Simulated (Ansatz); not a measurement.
Cartesian coordinates (Å):
```xyz
16

Ti    -0.3195     0.1949     0.0401
N      0.9270    -1.0463     0.6885
H      0.7783    -2.0593     0.6304
H      1.8285    -0.8608     1.1401
C     -0.7135    -0.2572    -1.9625
H      0.1918    -0.0838    -2.5776
H     -1.5236     0.4110    -2.3202
H     -1.0355    -1.3086    -2.0910
C      0.2491     2.1898     0.2521
H      1.2233     2.2756     0.7746
H     -0.5171     2.7374     0.8375
H      0.3389     2.6613    -0.7476
C     -2.1376    -0.1576     1.0099
H     -2.0520     0.1229     2.0788
H     -2.4460    -1.2185     0.9443
H     -2.9174     0.4729     0.5356
```
Charge 0, spin multiplicity 1.

Method: frozen-core CCSD(T)/def2-TZVPP // TPSS-D3(BJ)/def2-SVP (Ansatz, a first-principles code).

HF energy: -1022.91794 Ha
MP2 correlation energy: -1.20390 Ha

Estimate the CCSD correlation energy, the (T) correction, the total energy and the T1 diagnostic.


```
Quantity                          Value
-----------------------  --------------
CCSD correlation energy     -1.25250 Ha
(T) correction              -0.06194 Ha
CCSD(T) total energy     -1024.23238 Ha
T1 diagnostic                     0.021
```
